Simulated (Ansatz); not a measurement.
Q: Name a neutral molecule of C, Si, Te and H with LUMO energy (ωB97M-V/def2-TZVPP) between 1.10 and 1.40 eV and HOMO energy (ωB97M-V/def2-TZVPP) between -8.75 and -8.45 eV (Ansatz, PBE0-D4/def2-TZVP geometry).

A: `C[SiH2][Te][SiH3]` (1.11 eV, -8.47 eV); `C[SiH2][TeH]` (1.31 eV, -8.48 eV). Other molecules can fit too; these were computed, each in one conformer that needn't be the lowest.
